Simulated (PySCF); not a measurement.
Simulated C 1s region for `C=CC1=C(OC)PCC1`, binding energy against the vacuum level.

Every computed line was given a Gaussian of 0.5 eV full width at half maximum and an area set by the number of equivalent atoms; the highest printed point is 100. Level of theory: delta-SCF UKS SCAN, pcX-2 on the ionised atom, pcseg-1 elsewhere, spin-free X2C (PySCF).

binding energy (eV), intensity and a bar:
```
    288.5          0 
    288.6          1 
    288.7          3 #
    288.8          8 ##
    288.9         18 #####
    289.0         31 #########
    289.1         44 #############
    289.2         50 ###############
    289.3         49 ###############
    289.4         45 ##############
    289.5         47 ##############
    289.6         55 ################
    289.7         66 ####################
    289.8         74 ######################
    289.9         75 #######################
    290.0         70 #####################
    290.1         61 ##################
    290.2         56 #################
    290.3         60 ##################
    290.4         75 ######################
    290.5         92 ############################
    290.6        100 ##############################
    290.7         95 #############################
    290.8         83 #########################
    290.9         72 #####################
    291.0         62 ###################
    291.1         51 ###############
    291.2         37 ###########
    291.3         22 #######
    291.4         11 ###
    291.5          4 #
    291.6          1 
    291.7          1 
    291.8          2 #
    291.9          6 ##
    292.0         14 ####
    292.1         27 ########
    292.2         40 ############
    292.3         47 ##############
    292.4         45 #############
    292.5         34 ##########
    292.6         21 ######
    292.7         10 ###
    292.8          4 #
    292.9          1 
    293.0          0
```

**Question.** How many maxima does the curve show, and how many computed lines lie under it?

**Answer.** The curve has 4 maxima (at 289.2, 289.9, 290.6 and 292.3 eV). Under it lie 7 lines from 7 inequivalent carbon sites. At this width some lines have no maximum of their own.

**Question.** Decompose the envelope and assign each component. Numbering: `[CH2:1]=[CH:2][C:3]1=[C:4]([O:5][CH3:6])[PH:7][CH2:8][CH2:9]1`.

**Answer.** 
```json
{"position (eV)": "289.20", "relative area": "1", "line": "C 1s", "atoms": "C1", "environment": "terminal =CH2 carbon"}
{"position (eV)": "289.72", "relative area": "1", "line": "C 1s", "atoms": "C3", "environment": "fully substituted alkene carbon"}
{"position (eV)": "290.02", "relative area": "1", "line": "C 1s", "atoms": "C2", "environment": "alkene CH carbon"}
{"position (eV)": "290.54", "relative area": "1", "line": "C 1s", "atoms": "C8", "environment": "sp3 carbon bound to phosphorus"}
{"position (eV)": "290.63", "relative area": "1", "line": "C 1s", "atoms": "C9", "environment": "allylic carbon"}
{"position (eV)": "291.03", "relative area": "1", "line": "C 1s", "atoms": "C4", "environment": "vinylic carbon bearing oxygen"}
{"position (eV)": "292.33", "relative area": "1", "line": "C 1s", "atoms": "C6", "environment": "methoxy carbon"}
```

**Question.** What are the centre and the root-mean-square width of the whole band?

**Answer.** The area-weighted mean of the lines is 290.50 eV. Their own spread about it is 0.94 eV (rms) and each Gaussian has σ = 0.5/2.355 = 0.21 eV; the variances add, which gives 0.96 eV.

Lowest listed C 1s: C1, bonded to C (double bond) and 2 H. Highest, 3.13 eV above it: C6, bonded to O and 3 H. The widest gap between neighbouring values is 1.30 eV, between 291.03 and 292.33 eV. Summing the Pauling electronegativity differences to the bonded atoms, each weighted by its formal bond order, gives -0.70 for the lowest site and -0.16 for the highest; the largest sum, +0.53, belongs to C4, 1.30 eV below the top. The smallest sum, -1.06, belongs to C8, 1.34 eV above the lowest.

No satellites, vibrations or lifetime broadening are included. The unrestricted hole states depart most from a pure doublet (⟨S²⟩ = 0.75; over 0.85 named) for C 1s of C2 (0.90) and C 1s of C4 (0.90), which makes these values less certain. Isolated species at its PBE0-D3(BJ)/def2-SVP geometry (one conformer only).

Hardware: one thread, Intel Xeon Platinum 8488C (x86_64), shared host with 192 logical CPUs at a one-minute load of 76. Cost: 7.7 min of wall time, 0.62 GiB resident at most.
